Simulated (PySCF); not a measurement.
C₆ coefficients of unlike pairs at UHF

Calculated with PySCF 2.14 from the dipole response of each species, C₆(A,B) = (3/π) ∫ α_A(iu) α_B(iu) du, in atomic units, from isotropic polarisabilities. For ions this is the dispersion term alone; charge-induced terms of lower order in 1/R come first.

```csv
species,configuration,basis,relativity,α (bohr³),C₆ (like pair)
Te²⁺,[Kr] 4d10 5s2 5p2 (3P),"aug-cc-pVQZ-PP with one added diffuse shell each of s, p, d, f, g type with ECP28MDF (8s8p6d4f3g)",core potential,15.51,102.1
Ge²⁺,[Ar] 3d10 4s2 (1S),aug-cc-pwCVDZ-PP with ECP10MDF (6s5p4d1f),core potential,11.93,47.07
Pd²⁺,[Kr] 4d8 (3F),aug-cc-pwCVDZ-PP with ECP28MDF (6s6p5d3f),core potential,5.794,29.85
```

Task: Estimate C₆ for Ge²⁺ with Te²⁺.

Result: The integral gives 68.85. The combination rule 2 C_A C_B / (C_A α_B/α_A + C_B α_A/α_B) gives 68.79 and the geometric mean 69.33.

No spin-orbit coupling is included.

The other pairs:

```tsv
pair	C₆
Pd²⁺, Ge²⁺	33.84
Pd²⁺, Te²⁺	51.91
```
